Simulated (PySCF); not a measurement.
Order these species by their calculated properties.

Species are written as SMILES; each is one conformer at its optimised geometry, gas phase, non-relativistic unless stated. Electronic properties by PySCF.

The conformers computed, where there is a choice (atom-mapped SMILES and torsion angles):
- `[SiH3:1][n:2]1[n:3][n:4][cH:5][c:6]1[CH:7]1[CH2:8][CH2:9]1`: C5–C6–C7–C8 35°
- `[CH3:1][NH:2][C:3](=[O:4])/[CH:5]=[CH:6]/[O:7][C:8]([F:9])([F:10])[F:11]`: C1–N2–C3–O4 0°, N2–C3–C5–C6 180°, C5–C6–O7–C8 0°, C6–O7–C8–F9 180°
- `[cH:1]1[cH:2][cH:3][c:4](-[c:5]2[cH:6][cH:7][cH:8][s:9]2)[cH:10][cH:11]1`: C3–C4–C5–C6 180°
- `[CH2:1]=[C:2]1[C@@H:3]([O:4][CH:5]=[O:6])[C@@H:7]1[O:8][SiH2:9][F:10]`: C2–C3–O4–C5 164°, C3–O4–C5–O6 0°, C3–C7–O8–Si9 83°, C7–O8–Si9–F10 68°
- `[CH3:1][CH2:2][C:3](=[O:4])[SiH2:5][O:6][CH:7]([CH3:8])[CH3:9]`: C1–C2–C3–O4 -2°, C2–C3–Si5–O6 -2°, C3–Si5–O6–C7 -179°, Si5–O6–C7–C8 156°
- `[CH2:1]=[CH:2][P:3]([C:4]#[C:5][CH3:6])[C:7]([F:8])([F:9])[F:10]`: C1–C2–P3–C4 -25°, C2–P3–C7–F8 52°
- `[CH3:1][CH:2]([CH3:3])[CH2:4][PH:5][CH2:6][C:7]([F:8])([F:9])[F:10]`: C1–C2–C4–P5 176°, C2–C4–P5–C6 179°, C4–P5–C6–C7 82°, P5–C6–C7–F8 162°
- `[CH3:1][N-:2][Si:3]([NH2:4])([NH2:5])[NH:6][CH3:7]`: C1–N2–Si3–N4 -177°, N2–Si3–N6–C7 180°, H–N4–Si3–N2 -79°, H–N4–Si3–N2 36°, H–N5–Si3–N2 -25°, H–N5–Si3–N2 -145°

The conformers of `CCC[Si](O)(O)C1CC1` and `C=C[C@H](C)[Si](O)(O)CC` aren't listed.

Task: Rank by HOMO energy, highest first (PBE0/pcSseg-1 at GFN2-xTB geometries).
A. `C=C1[C@@H](OC=O)[C@@H]1O[SiH2]F`
B. `C=CP(C#CC)C(F)(F)F`
C. `C(CC)(=O)[SiH2]OC(C)C`
D. `CNC(=O)/C=C/OC(F)(F)F`
E. `CCC[Si](O)(O)C1CC1`
F. `CC(C)CPCC(F)(F)F`
G. `[SiH3]N1N=NC=C1C1CC1`
H. `c1ccc(-c2cccs2)cc1`

Result: H (-6.21 eV), C (-6.66 eV), G (-6.95 eV), B (-7.17 eV), F (-7.32 eV), E (-7.48 eV), D (-7.66 eV), A (-8.02 eV).

Task: By how much do the two ends of that ranking differ?

Result: By 1.81 eV, between `c1ccc(-c2cccs2)cc1` and `C=C1[C@@H](OC=O)[C@@H]1O[SiH2]F`.

Task: Rank by HOMO–LUMO gap, lowest first (PBE0/pcSseg-1 at GFN2-xTB geometries).
A. `CCC[Si](O)(O)C1CC1`
B. `c1ccc(-c2cccs2)cc1`
C. `C1(CC1)c1n([SiH3])nnc1`
D. `C=C[C@H](C)[Si](O)(O)CC`
E. `CCC(=O)[SiH2]OC(C)C`
F. `CC(=O)C#CC(F)=C(F)F`
G. `C=C1[C@@H](OC=O)[C@@H]1O[SiH2]F`

Result: B (4.90 eV), F (5.31 eV), E (5.80 eV), C (6.86 eV), G (7.06 eV), D (7.18 eV), A (8.17 eV).

Task: By how much do the two ends of that ranking differ?

Result: By 3.27 eV, between `CCC[Si](O)(O)C1CC1` and `c1ccc(-c2cccs2)cc1`.

Task: Rank by dipole moment, highest first (PBE0/pcSseg-1 at GFN2-xTB geometries).
A. `P(C=C)(C#CC)C(F)(F)F`
B. `[SiH3]n1nncc1C1CC1`
C. `CCC(=O)[SiH2]OC(C)C`
D. `C1=CC=C(C2=CC=CS2)C=C1`
E. `P(CC(F)(F)F)CC(C)C`

Result: B (4.94 D), C (3.60 D), A (3.25 D), E (2.73 D), D (0.55 D).

Task: Rank by smallest rotational constant, lowest first (GFN2-xTB).
A. `C[N-][Si](N)(N)NC`
B. `CC(C)CPCC(F)(F)F`
C. `FC(F)(P(C#CC)C=C)F`
D. `C(O[SiH2]C(=O)CC)(C)C`
E. `[SiH3]n1nncc1C1CC1`

Result: B (0.465 GHz), D (0.568 GHz), C (0.659 GHz), E (0.802 GHz), A (1.375 GHz).

Task: Give the two extremes of that set in cm⁻¹.

Result: `CC(C)CPCC(F)(F)F`: 0.0155 cm⁻¹; `C[N-][Si](N)(N)NC`: 0.0459 cm⁻¹.
